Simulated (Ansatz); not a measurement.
Relaxation of CHO2Si (5 atoms, charge 0, multiplicity 2), to a largest force component of 0.02 eV/Å in at most 50 steps.

Level of theory: UKS CAM-B3LYP/def2-SVP (Ansatz 0.2.0).

```xyz
5
Properties=species:S:1:pos:R:3
O -0.433 1.230 -0.308
Si -0.174 -0.336 -0.094
C 0.551 -1.870 0.402
O 1.233 -0.625 0.774
H -1.178 1.602 -0.774
```

Question: Where does it end, and by what steps?

Answer: The forces met the threshold. The force dipped under the threshold on the way, but the program's further checks kept it going. After 46 steps the energy has fallen by 3.601 eV; O4 moved furthest, 1.07 Å. Parted: Si2–O4 (1.68 → 3.02 Å).

```csv
step,energy less start (eV),largest force component (eV/Å),accepted
0,0.0000,1.398,yes
2,-1.1439,2.750,yes
4,-1.5132,3.939,yes
6,-2.0210,0.485,yes
8,-2.0248,0.046,yes
10,-2.0249,0.008,yes
12,-2.0250,0.078,yes
14,-2.0299,0.241,yes
16,-1.9466,2.949,no
18,-2.0759,1.790,yes
20,-2.2542,1.499,yes
22,-2.5933,1.538,yes
24,-2.6611,0.402,yes
26,-2.7032,1.050,yes
28,-2.7623,0.901,yes
30,-2.7950,0.742,yes
32,-2.8140,0.624,yes
34,-2.9053,5.361,yes
36,-3.0528,3.021,no
38,-3.5234,0.478,yes
40,-3.5880,0.459,yes
42,-3.6010,0.053,yes
44,-3.6011,0.031,yes
46,-3.6011,0.006,yes
```

```xyz
5
Properties=species:S:1:pos:R:3
O -0.536 1.204 -0.083
Si -0.763 -0.403 -0.536
C 0.815 -1.014 0.288
O 1.719 -1.582 0.717
H -1.234 1.795 -0.385
```

Time of the run: 35 s on 2 threads of AMD EPYC 9R45 96-Core Processor (Zen 5), on a shared host, peak memory 0.2 GiB.
